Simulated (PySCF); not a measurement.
**Static response to an electric field**

Species: methylarsine, CH₅As.
Structure used (PBE0-D3(BJ)/def2-SVP), in Å, numbered top down from 1:
```xyz
7
CH5As angstrom
C     -0.7576   -0.1402   -0.0707
As     1.1147    0.0463   -0.6634
H     -1.3750    0.5758   -0.6315
H     -1.1027   -1.1548   -0.3160
H     -0.8846    0.0349    1.0050
H      1.3880    1.3428    0.0953
H      1.7156   -0.7970    0.4587
```

Level: wB97X-D/def2-SVPD (PySCF), static field, nuclei fixed, core orbitals frozen in the response. The polarisability tensor in these axes (au):

```
x   53.12  1.18 -1.55
y    1.18 43.96 -0.15
z   -1.55 -0.15 44.36
```

Give the principal values, the mean and the anisotropy Δα = √{½[(α1 − α2)² + (α2 − α3)² + (α1 − α3)²]}.

Principal values 43.80, 44.10 and 53.53 au; mean 47.14 au = 6.99 Å³ = 7.77 × 10⁻⁴⁰ C²·m²/J; Δα = 9.58 au (20 % of the mean).

What is the dipole moment, and where does it point?

(-0.77, -0.03, 0.54) D, 0.94 D in size, pointing from the negative to the positive side. Measured along this direction, the outermost atoms are As2 at the negative end and H5 at the positive end.

Find the Langevin capture rate constant for O2+ (31.990 u) meeting this molecule (91.961 u), k = 2.342 × 10⁻⁹ cm³/s × √(α in Å³ / reduced mass in u).

The reduced mass is 23.73 u, so k = 1.27 × 10⁻⁹ cm³/s. The formula leaves out the permanent dipole, which adds to the capture rate.

How large is μ²/3kT at 350 K beside α?

In Gaussian units μ²/3kT = 6.13 Å³ against 6.99 Å³, a ratio of 0.88; the Debye molar polarisation (4π/3)N_A(α + μ²/3kT) is 33.1 cm³/mol, leaving out the vibrational part.

What depolarisation ratio follows for Rayleigh scattering of linearly polarised light, taking the static tensor?

ρ = 3Δα²/(45ᾱ² + 4Δα²) = 275.5/(100008 + 367.4) = 0.00274.

Give the eigenvalues of the traceless quadrupole moment Θ = ½Σq(3rr − r²1), origin at the centre of nuclear charge.

-2.15, 1.03, 1.12 D·Å. The values depend on the origin, since the dipole doesn't vanish. The electronic extent ⟨r²⟩ about the same centre is 202 bohr², a root-mean-square distance of 1.13 Å for the 44 electrons.

Geometry: PBE0-D3(BJ)/def2-SVP; no solvent, vibrations or thermal averaging. The calculation is non-relativistic, for arsenic too.
